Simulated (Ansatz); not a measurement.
Loss of H2O: C2H8GeO2 → C2H6GeO + H2O

Species: C2H8GeO2 `C[CH2][GeH]([OH])[OH]`, singlet; C2H6GeO `C[CH2][Ge][OH]`, singlet; H2O (water) `O`, singlet. 

Shapes, held fixed at every level: PBE0-D4/def2-TZVP. Flexible molecules stand in one conformer, not always the lowest. Programs: Ansatz 0.2.0. Electronic energies: no zero-point or thermal term.

```json
{"level": "r2SCAN-D4/def2-TZVPP", "kind": "meta-GGA", "ΔE (kJ/mol)": "+151.4", "less CCSD(T)/def2-TZVPP": "-2.3"}
{"level": "PBE0-D4/def2-TZVPP", "kind": "global hybrid", "ΔE (kJ/mol)": "+143.8", "less CCSD(T)/def2-TZVPP": "-9.9"}
{"level": "wB97M-V/def2-TZVPP", "kind": "range-separated hybrid", "ΔE (kJ/mol)": "+137.1", "less CCSD(T)/def2-TZVPP": "-16.6"}
{"level": "wB97X-V/def2-TZVPP", "kind": "range-separated hybrid", "ΔE (kJ/mol)": "+155.0", "less CCSD(T)/def2-TZVPP": "+1.3"}
{"level": "B2PLYP/def2-TZVPP", "kind": "double hybrid", "ΔE (kJ/mol)": "+137.4", "less CCSD(T)/def2-TZVPP": "-16.3"}
{"level": "MP2/def2-TZVPP", "kind": "perturbation theory", "ΔE (kJ/mol)": "+163.6", "less CCSD(T)/def2-TZVPP": "+9.9"}
{"level": "CCSD(T)/def2-TZVPP", "kind": "coupled cluster or CI", "ΔE (kJ/mol)": "+153.7", "less CCSD(T)/def2-TZVPP": "0.0"}
```

The highest level, CCSD(T)/def2-TZVPP, gives ΔE = +153.7 kJ/mol; the levels span +137.1 to +163.6. The column of differences is taken from that level and isn't an error. No measured value is set beside it here. Relativity is left out for Ge unless named. Correlated rows may include outer-core shells of Ge, which these sets cover unevenly.
